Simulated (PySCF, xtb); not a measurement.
C2H9NSi2, SMILES C1N([SiH3])C[SiH2]1.

GFN2-xTB (xtb) at its own geometry gives an orbital gap of 3.39 eV and a dipole moment of 1.68 D.

Geometry optimised at B3LYP-D3(BJ)/def2-SVP. The structure was generated by enumeration, and PubChem lists no compound with its InChIKey, so it may never have been made.

Problem. What does PBE0/def2-TZVP in PySCF give? (The exact figures need the calculation; the answer reports its results.)

Solution. gap 6.33 eV (levels -6.39 and -0.06 eV), dipole 0.98 D.
